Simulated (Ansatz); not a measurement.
Basis-set series for C2H6AlFO. The species carries charge 0 and has multiplicity 1. The bonds changed during the relaxation, so this is another structure than the one it started from. All single points use the PBE0-D4/def2-TZVP geometry. It is one conformer, not always the lowest.

```xyz
11

O    -0.647   -1.136    0.772
C     0.851   -1.288    0.538
Al   -0.036   -0.388   -0.926
C    -0.280    1.552   -0.529
F    -0.340    1.660    0.890
H    -0.785   -0.403    1.387
H     1.391   -0.757    1.319
H     1.057   -2.354    0.579
H    -0.529   -1.079   -2.262
H     0.530    2.212   -0.856
H    -1.213    1.981   -0.910
```

| functional | basis | functions | energy (Eh) | HOMO (eV) | LUMO (eV) |
| --- | --- | --- | --- | --- | --- |
| PBE0-D4 | def2-SVP | 104 | -496.63112 | -7.28 | 0.04 |
| PBE0-D4 | def2-TZVPP | 250 | -497.02211 | -7.30 | -0.25 |
| ωB97M-V | def2-SVP | 104 | -496.89923 | -9.57 | 1.70 |
| ωB97M-V | def2-TZVPP | 250 | -497.29925 | -9.61 | 1.27 |

Give the rows for def2-QZVPP. (Estimate.)

Computed: 
| functional | basis | functions | energy (Eh) | HOMO (eV) | LUMO (eV) |
| --- | --- | --- | --- | --- | --- |
| PBE0-D4 | def2-QZVPP | 478 | -497.04383 | -7.32 | -0.43 |
| ωB97M-V | def2-QZVPP | 478 | -497.32014 | -9.63 | 0.75 |

Positive LUMOs are unbound and depend on the basis.
